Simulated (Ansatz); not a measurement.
Harmonic frequencies (cm⁻¹) at PBE0-D4/def2-TZVP from Ansatz: 135, 170, 203, 224, 309, 457, 586, 666, 741, 806, 836, 895, 917, 930, 978, 1102, 1134, 1159, 1293, 1329, 1407, 1489, 1494, 1610, 2249, 3041, 3045, 3066, 3110, 3128.

(1) Which molecule is it?
A. `FC1=NCC[SiH2]1`
B. `C[SiH2][AlH][GaH2]`
C. `NC1(F)C=C[SiH2]1`
D. `C[C@@H]1C=N[Si@H]1F`

Results:

(1) D.
